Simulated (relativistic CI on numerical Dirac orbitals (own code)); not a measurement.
**V III: calculation against measurement**

Calculated at this level of theory: Dirac-Coulomb-Breit CI, KLI orbitals optimised for each configuration, a model potential for QED, valence Slater integrals scaled by 0.85, P86 correlation estimate, and configurations built on the next ion tied to the tabulated ionisation energy (semi-empirical) (own radial code, finite nucleus).

Configuration list (outside the closed core [Ne] 3s2): 3p6 3d3, 3p6 3d2 4s, 3p6 3d2 4p, 3p6 3d2 4d, 3p6 3d2 5s, 3p6 3d2 4f, 3p6 3d 4s2, 3p6 3d2 5p, 3p6 3d 4s 4p, 3p6 3d2 5d, 3p6 3d2 5f, 3p6 3d2 5g, 3p5 3d4, 3p6 3d 4p2, 3p6 3d 4s 4d. Levels of other configurations are missing.

```tsv
Configuration	Term (tabulated)	J	Measured (cm⁻¹)	Computed	Error	Purity (%)
3p6 3d3	a 4F	3/2	0.0	0	0	100
3p6 3d3	a 4F	5/2	145.5	129	-17	100
3p6 3d3	a 4F	7/2	341.5	303	-38	100
3p6 3d3	a 4F	9/2	583.8	519	-65	100
3p6 3d3	a 4P	1/2	11513.8	12525	1011	100
3p6 3d3	a 4P	3/2	11591.8	12598	1006	99
3p6 3d3	a 4P	5/2	11769.7	12759	989	100
3p6 3d3	a 2G	7/2	11966.3	12587	621	100
3p6 3d3	a 2G	9/2	12187.0	12784	597	99
3p6 3d3	a 2P	3/2	15550.3	16681	1131	93
3p6 3d3	a 2P	1/2	15579.8	16592	1013	99
3p6 3d3	a 2D2 †	3/2	16330.5	17975	1644	93
3p6 3d3	a 2D2 †	5/2	16374.7	18131	1757	100
3p6 3d3	a 2H	9/2	16810.9	16758	-53	99
3p6 3d3	a 2H	11/2	16977.6	16906	-72	100
3p6 3d3	a 2F	7/2	27727.8	28920	1192	100
3p6 3d3	a 2F	5/2	27846.8	29031	1184	100
3p6 3d3	b 2D1	5/2	42267.4	44351	2084	99
3p6 3d3	b 2D1	3/2	42371.2	44447	2075	99
3p6 3d2 4s	b 4F	3/2	43942.5	47736	3794	100
3p6 3d2 4s	b 4F	5/2	44110.0	47890	3780	100
3p6 3d2 4s	b 4F	7/2	44345.8	48107	3762	100
3p6 3d2 4s	b 4F	9/2	44647.0	48385	3738	100
3p6 3d2 4s	b 2F	5/2	49327.7	53212	3884	99
3p6 3d2 4s	b 2F	7/2	49805.3	53652	3846	99
3p6 3d2 4s	c 2D	5/2	56160.4	60943	4783	82
3p6 3d2 4s	c 2D	3/2	56256.8	61031	4774	92
3p6 3d2 4s	b 4P	1/2	56529.3	61323	4793	100
3p6 3d2 4s	b 4P	3/2	56669.1	61447	4777	92
3p6 3d2 4s	b 4P	5/2	56922.5	61673	4750	83
3p6 3d2 4s	b 2P	1/2	61578.7	66675	5096	99
3p6 3d2 4s	b 2P	3/2	61777.2	66854	5077	99
3p6 3d2 4s	b 2G	9/2	63303.1	67196	3893	100
3p6 3d2 4s	b 2G	7/2	63315.1	67209	3894	100
3p6 3d2 4p	z 4G°	5/2	85524.0	88528	3004	98
3p6 3d2 4p	z 4G°	7/2	85875.7	88845	2969	99
3p6 3d2 4s	a 2S	1/2	86304.0	92202	5898	99
3p6 3d2 4p	z 4G°	9/2	86306.4	89236	2930	99
3p6 3d2 4p	z 4F°	3/2	86716.8	89647	2931	98
3p6 3d2 4p	z 4G°	11/2	86809.4	89697	2888	100
3p6 3d2 4p	z 4F°	5/2	86938.0	89845	2907	99
3p6 3d2 4p	z 4F°	7/2	87218.9	90102	2883	99
3p6 3d2 4p	z 4F°	9/2	87544.5	90406	2861	99
3p6 3d2 4p	z 2F°	5/2	87880.9	91156	3275	89
3p6 3d2 4p	z 2F°	7/2	88328.0	91558	3230	89
3p6 3d2 4p	4D°	1/2	89005.6	91935	2929	100
3p6 3d2 4p	4D°	7/2	89417.5	92350	2933	90
3p6 3d2 4p	2D°	5/2	89457.7	92598	3140	75
3p6 3d2 4p	z 2G°	7/2	91710.4	94987	3277	100
3p6 3d2 4p	z 2G°	9/2	92052.6	95313	3260	99
3p6 3d2 4p	z 2S°	1/2	94714.2	98909	4195	99
3p6 3d2 4p	z 4S°	3/2	97512.0	101365	3853	62
3p6 3d2 4p	z 2P°	3/2	98062.2	101794	3732	60
3p6 3d2 4p	y 2F°	5/2	98383.5	102140	3756	95
3p6 3d2 4p	z 2P°	1/2	98399.4	102016	3616	99
3p6 3d2 4p	y 2F°	7/2	98825.2	102528	3703	94
3p6 3d2 4p	y 4D°	1/2	99073.2	102780	3707	99
3p6 3d2 4p	y 4D°	3/2	99181.5	102893	3711	91
3p6 3d2 4p	y 2D°	3/2	99508.5	103332	3823	87
3p6 3d2 4p	y 2D°	5/2	99804.6	103602	3797	84
3p6 3d2 4p	y 4D°	7/2	99941.2	103570	3629	94
3p6 3d2 4p	z 4P°	1/2	101645.6	105277	3631	99
3p6 3d2 4p	z 4P°	3/2	101785.8	105404	3619	99
```

Measured levels from Sugar and Corliss, J. Phys. Chem. Ref. Data 7, 1191 (1978); pairs were made by configuration, J and term (by order where the table uses no LS term), so strongly mixed levels may be paired wrongly.

Mean error by configuration (cm⁻¹): 3p6 3d3 791; 3p6 3d2 4s 4409; 3p6 3d2 4p 3364. Over the excited levels the mean absolute error is 2965 cm⁻¹ (62 of the 64 excited levels that our extract of the source holds in range could be paired, and the others can miss by more), and the median relative error of those above 1,000 cm⁻¹ is 4 %. † marks terms whose computed intervals miss the measured ones by more than a factor of 2.5, or configurations far off the rest, from wrong mixing, a near crossing or a doubtful label or measurement; they are left out of the means.
